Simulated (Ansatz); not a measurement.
Consider the ligand exchange at a B–C bond: `C=C(F)B(O)F` + `C=N` → `C=NB(O)F` + `C=CF`.

Gas-phase electronic energies from Ansatz, PBE0-D4/def2-TZVP geometries. CCSD(T)/CBS adds triple-zeta CCSD(T) − MP2 to the extrapolated MP2 energy (def2 sets, frozen cores). This one scheme is used for every species. Functionals use def2-TZVPP. B3LYP here is the variant with VWN-RPA as its local correlation; programs differ in this. One conformer a species, not always the lowest.

`C=C(F)B(O)F`:

```xyz
9

C     0.072    1.549    0.546
C    -0.101    0.237    0.625
F    -0.415   -0.322    1.809
B     0.030   -0.749   -0.576
O    -0.164   -2.069   -0.410
F     0.341   -0.254   -1.778
H    -0.031    2.193    1.412
H     0.324    1.991   -0.408
H    -0.056   -2.576   -1.220
```

`C=N`:

Cartesian coordinates in Å:
```
C 0.003 -0.233 0.313
N 0.532 0.266 -0.717
H -1.005 0.000 0.676
H 0.574 -0.953 0.902
H -0.104 0.920 -1.174
```

`C=NB(O)F`:

Cartesian coordinates in Å:
```
C 0.559 1.125 -0.752
N 0.293 0.514 0.307
B -0.005 -0.843 0.626
O -1.268 -1.311 0.785
F 0.990 -1.687 0.886
H 0.770 2.200 -0.733
H 0.600 0.648 -1.740
H -1.940 -0.646 0.620
```

`C=CF`:

Cartesian coordinates in Å:
```
C 0.499 -0.475 0.132
C -0.387 0.465 -0.122
F -1.699 0.217 -0.167
H 0.202 -1.498 0.318
H 1.549 -0.218 0.156
H -0.164 1.508 -0.318
```

```tsv
level	ΔE (kJ/mol)	difference from CCSD(T)/CBS
PBE-D4	-42.0	-1.2
r2SCAN-D4	-43.8	-3.0
PBE0-D4	-43.3	-2.5
B3LYP-D4	-45.1	-4.3
ωB97X-V	-41.2	-0.4
ωB97M-V	-41.9	-1.1
B2PLYP	-44.6	-3.8
PBE	-42.8	-2.0
r2SCAN	-44.0	-3.2
PBE0	-44.0	-3.2
B3LYP	-46.3	-5.5
HF/def2-TZVPP	-49.4	-8.6
MP2/def2-TZVPP	-43.1	-2.3
SCS-MP2/def2-TZVPP	-42.7	-1.9
CCSD/def2-TZVPP	-41.1	-0.3
CCSD(T)/def2-TZVPP	-39.7	1.1
HF/def2-QZVPP	-50.1	-9.3
MP2/def2-QZVPP	-44.0	-3.2
SCS-MP2/def2-QZVPP	-43.7	-2.9
HF/CBS(def2)	-50.2	-9.4
MP2/CBS(def2)	-44.2	-3.4
CCSD/CBS(def2)	-42.2	-1.4
CCSD(T)/CBS	-40.8	0
```

Largest T1 diagnostic among the species: 0.013.

In def2-TZVPP, CCSD(T) changes the Hartree–Fock value by +9.7 kJ/mol (the triples alone add +1.5 kJ/mol) and MP2 by +6.3 kJ/mol.
